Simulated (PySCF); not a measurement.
C₄H₁₀BN, SMILES CB1CCCN1. The structure is a stationary point at PBE0-D3(BJ)/def2-SVP. One conformer was computed; it need not be the lowest.

The numbers are results of PBE0-D3(BJ)/def2-SVP (PySCF 2.14.0), not measurements.

Harmonic wavenumbers (cm⁻¹): 107, 161, 221, 269, 392, 526, 591, 642, 742, 798, 829, 856, 905, 927, 992, 1019, 1095, 1097, 1170, 1222, 1240, 1243, 1295, 1317, 1343, 1360, 1424, 1436, 1438, 1464, 1497, 1536, 3010, 3039, 3046, 3064, 3081, 3120, 3128, 3129, 3148, 3665. Rotational constants (GHz): 6.623, 2.877, 2.136; symmetry number 1.

Problem. Work out the zero-point energy and the ideal-gas rigid-rotor harmonic-oscillator thermochemistry at 298.15 K and 1 atm.

Solution. ZPE = ½ Σ hcν = ½ × 62580 cm⁻¹ = 89.46 kcal/mol. H − E(el) = 94.24 kcal/mol. Entropy in cal/(mol K): translation 39.16, rotation 26.47, vibration 13.58, total 79.21. G − E(el) = 70.62 kcal/mol. Cp = 26.67 cal/(mol K). Modes under 150 cm⁻¹ make the vibrational entropy uncertain.
